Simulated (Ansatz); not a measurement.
Ta oxide hydroxide: binding per atom (eV) at several levels, gas phase, relaxed structures; Ansatz. Clusters are the lowest isomers that short searches found in that spin, judged at the geometry's level. Core potentials for Ta in the def2 sets, no spin–orbit coupling. Binding counts from free atoms in the multiplicity of their measured ground term, without zero-point energy. The structures are stationary points that may keep the symmetry of their start.

```
                   species    state         geometry  PBE-D4/def2-SVP  PBE-D4/def2-TZVP  r2SCAN-D4/def2-TZVP  PBE0-D4/def2-SVP  PBE0-D4/def2-TZVP  PBE0-D4/def2-TZVPD
 TaO4H3 (with an O–O bond)  singlet  PBE-D4/def2-SVP             4.43              4.42                 4.26              4.12               4.14                4.14
Ta2O7H4 (with an O–O bond)  singlet  PBE-D4/def2-SVP             4.96              4.93                 4.77              4.63               4.63                4.63
```

(1) Estimate the rows for Ta2O6H2 (with an O–O bond) (singlet, PBE-D4/def2-SVP geometry).

(1) 
| species | state | geometry | PBE-D4/def2-SVP | PBE-D4/def2-TZVP | r2SCAN-D4/def2-TZVP | PBE0-D4/def2-SVP | PBE0-D4/def2-TZVP | PBE0-D4/def2-TZVPD |
| --- | --- | --- | --- | --- | --- | --- | --- | --- |
| Ta2O6H2 (with an O–O bond) | singlet | PBE-D4/def2-SVP | 5.32 | 5.30 | 5.10 | 4.91 | 4.93 | 4.94 |
